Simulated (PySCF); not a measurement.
# Two-component Hartree-Fock for Ti⁺ (titanium, charge +1)

Start: [Ar] 3d2 4s1; 3d5/2 filled at m_j = +3/2, +5/2; 4s1/2 filled at m_j = +1/2. Calculated with PySCF 2.14 in x2c-TZVPall-2c with one added diffuse shell each of s, p, d type (7s8p5d1f, 63 functions): generalised Hartree-Fock with the X2C-1e Hamiltonian and a Gaussian nucleus; one run each with spin-orbit coupling (SO) switched off, then screened by Boettger's factors. This is a chosen level, not necessarily the ground level.

| spinor shell | electrons | ε, spin-free (eV) | ε, screened SO (eV) | weight of nominal j (screened SO) | rms radius, screened SO (bohr) |
| --- | --- | --- | --- | --- | --- |
| 1s1/2 | 2 | -5025.1 | -5025.1 | 1.000 | 0.0804 |
| 2s1/2 | 2 | -596.32 | -596.33 | 1.000 | 0.350 |
| 2p1/2 | 2 | -492.04 | -495.90 | 0.996 | 0.318 |
| 2p3/2 | 4 | -492.04 | -490.16 | 0.998 | 0.321 |
| 3s1/2 | 2 | -86.204 | -86.212 | 1.000 | 1.08 |
| 3p1/2 | 2 | -56.102 | -55.044 | 0.704 | 1.18 |
| 3d5/2 | 2 | -19.065 | -19.054 | 0.897 | 1.64 |
| 4s1/2 | 1 | -13.040 | -13.042 | 1.000 | 3.49 |

(1) Where does 3p3/2 lie, and what is the 3p spin-orbit splitting (screened SO)?

```
   quantity   spin-free  screened SO
E (hartree)  -852.52574   -852.53138
        M_J         9/2          9/2
       ⟨J²⟩      24.754       24.754
       ⟨L²⟩      12.004       12.005
       ⟨S²⟩       3.750        3.751
```

Each row is a mean over spinors that exchange with the open shell spreads, by up to 7.405 eV (3p3/2).

Rows whose weight is well below 1 are mixtures of j = l ± 1/2: exchange outweighs spin-orbit coupling there, and the label is only the starting occupation.

Without spin-orbit coupling the j labels of p, d and f shells carry no meaning; the spin-free column gives the mean over the occupied spinors of each nl shell.

Results:

(1) At -56.647 eV, -1.603 eV above 3p1/2.
